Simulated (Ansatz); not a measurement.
Molecule: SF$_{2}$, net charge -1, doublet state. 
Coordinates optimised at B3LYP-D3(BJ)/def2-TZVP (Ansatz, a quantum-chemistry and plane-wave program):
```
S
F 1 1.8569
F 1 1.8569 2 180.00
```
Charge -1, spin multiplicity 2.

Total electronic energies in hartree. Valence correlation only, unless marked. Open shells are spin-unrestricted. No spin-orbit coupling. No relativistic terms. FCI takes restricted orbitals. CBS(X,Y): correlation extrapolated as X^-3; Hartree-Fock from the larger set. [CCSD(T)-MP2]/basis is that difference in the basis named.

```tsv
level	program	energy (Eh)
HF/cc-pV(D+d)Z	Ansatz	-596.36687
r2SCAN-D4/def2-TZVPD	Ansatz + dftd4	-597.88186
B3LYP-D3(BJ)/def2-TZVPD	Ansatz + dftd3	-598.01555
B3LYP-D4/def2-TZVPD	Ansatz + dftd4	-598.01608
PBE0/6-31G*	Ansatz	-597.48569
PBE0/def2-QZVPP	Ansatz	-597.67623
RPA@PBE/cc-pV(Q+d)Z	Ansatz	-597.62550
MP2/cc-pV(D+d)Z	Ansatz	-596.86850
SCS-MP2/aug-cc-pV(T+d)Z	Ansatz	-597.17484
SCS-MP2/cc-pV(T+d)Z	Ansatz	-597.13067
CCSD/6-31G	Ansatz	-596.57827
CCSD/aug-cc-pV(D+d)Z	Ansatz	-597.00109
CCSD(T)/6-31G	Ansatz	-596.58445
FCI/STO-3G	Ansatz	(withheld)
RI-MP2/CBS(aug-cc-pV(T+d)Z,aug-cc-pV(Q+d)Z)+[CCSD(T)-MP2]/aug-cc-pV(T+d)Z	Ansatz	-597.3433
```

### Question
What belongs in the gaps?

### Answer

- FCI/STO-3G, energy (Eh): -588.96395
